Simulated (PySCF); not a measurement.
## From computed data to an observable: chemical shift, span and skew from a shielding tensor

Mg(iPr)(OH) (C3H8MgO), SMILES C[CH]([Mg][OH])C. Atoms are numbered in the order given.

```xyz
13

Mg    -0.0387     0.8150     0.6895
C     -0.3429    -0.6081    -0.8642
C     -0.6427    -2.0118    -0.3160
C      0.8254    -0.6381    -1.8616
H     -1.2488    -0.2536    -1.4096
H     -0.8327    -2.7433    -1.1387
H      0.2075    -2.4244     0.2709
H     -1.5350    -2.0354     0.3452
H      1.0126     0.3483    -2.3369
H      0.6409    -1.3644    -2.6901
H      1.7787    -0.9542    -1.3833
O      0.1098     2.0895     1.9491
H      0.5238     2.4785     2.7272
```
Charge 0, spin multiplicity 1.

Geometry optimised at PBE-D3(BJ)/def2-SVP. The structure was generated by enumeration; whether it is a known compound was not checked. Other conformers were not sampled.

GIAO shieldings from PySCF with PBE/pcSseg-1, non-relativistic, no solvent. The symmetric part of the tensor of C2 has the principal values 151.5, 165.3, 167.1 ppm. The same nucleus in TMS has σ = 182.0 ppm at this level (PySCF, at its B3LYP-D3(BJ)/def2-TZVP geometry).

Task: Work out the isotropic shielding, the ¹³C shift against TMS, the span and the skew.

Result: 
σ(iso) = (σ11 + σ22 + σ33)/3 = 161.3 ppm. δ = σ(ref) − σ(iso) = 182.0 − (161.3) = 20.7 ppm.
Span Ω = σ33 − σ11 = 15.6 ppm. Skew κ = 3(σ(iso) − σ22)/Ω = -0.77. Tumbling in solution averages the tensor to δ; in a static solid the shielding alone would spread this spin-1/2 line over Ω.
